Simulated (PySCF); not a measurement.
TlH₂⁻ at several levels of theory

All levels use the PBE0 minimum (singlet; Tl–H 1.950 Å (×2); H–Tl–H 92.2°), basis [Tl def2-TZVPD with ECP60, H def2-TZVPD], scalar-relativistic core potentials, density fitting, no spin–orbit coupling, PySCF. For vertical energies the ionised species is a doublet (spins chosen at PBE0 and kept). Open shells are unrestricted, also as the reference of the correlated levels. Dipoles are about the centre of mass. A dash marks a value that was not computed or is not defined at that level.

Z-matrix (Å, degrees; charge -1 multiplicity 1):
```
Tl
H  1 1.9499
H  1 1.9499 2 92.23
```

```json
{"level": "PBE0", "vertical detachment energy (eV)": "1.87", "−ε(HOMO) (eV)": "0.07", "gap (eV)": "3.14", "dipole (D)": "2.81"}
{"level": "HF", "vertical detachment energy (eV)": "1.10", "−ε(HOMO) (eV)": "1.84", "gap (eV)": "6.71", "dipole (D)": "2.55"}
{"level": "MP2", "vertical detachment energy (eV)": "2.00", "−ε(HOMO) (eV)": "–", "gap (eV)": "–", "dipole (D)": "–"}
{"level": "PBE", "vertical detachment energy (eV)": "1.86", "−ε(HOMO) (eV)": "-0.72", "gap (eV)": "1.76", "dipole (D)": "2.80"}
{"level": "CCSD(T)", "vertical detachment energy (eV)": "1.87", "−ε(HOMO) (eV)": "–", "gap (eV)": "–", "dipole (D)": "–"}
{"level": "r2SCAN", "vertical detachment energy (eV)": "1.83", "−ε(HOMO) (eV)": "-0.56", "gap (eV)": "2.19", "dipole (D)": "2.78"}
{"level": "B3LYP", "vertical detachment energy (eV)": "1.99", "−ε(HOMO) (eV)": "-0.02", "gap (eV)": "2.83", "dipole (D)": "2.92"}
{"level": "TPSSh", "vertical detachment energy (eV)": "1.84", "−ε(HOMO) (eV)": "-0.37", "gap (eV)": "2.51", "dipole (D)": "2.86"}
{"level": "LC-wPBE", "vertical detachment energy (eV)": "1.91", "−ε(HOMO) (eV)": "2.22", "gap (eV)": "6.87", "dipole (D)": "2.80"}
{"level": "B2PLYP", "vertical detachment energy (eV)": "1.93", "−ε(HOMO) (eV)": "–", "gap (eV)": "–", "dipole (D)": "–"}
```

For TlH₂⁻ itself CCSD(T) correlates 16 electrons; T1 = 0.019, D1 = 0.062, (T) = -25 kJ/mol.

(1) Which levels differ least and most from CCSD(T) in the vertical detachment energy?

## Answers

(1) Least: PBE0 (0.00 eV); most: HF (-0.77 eV).

The highest occupied level lies above zero at PBE, r2SCAN, B3LYP, TPSSh, a mark of self-interaction error.

The lowest empty level of this anion is unbound, so it and the gap depend on the basis. With an element this heavy the missing spin–orbit coupling can shift these numbers.
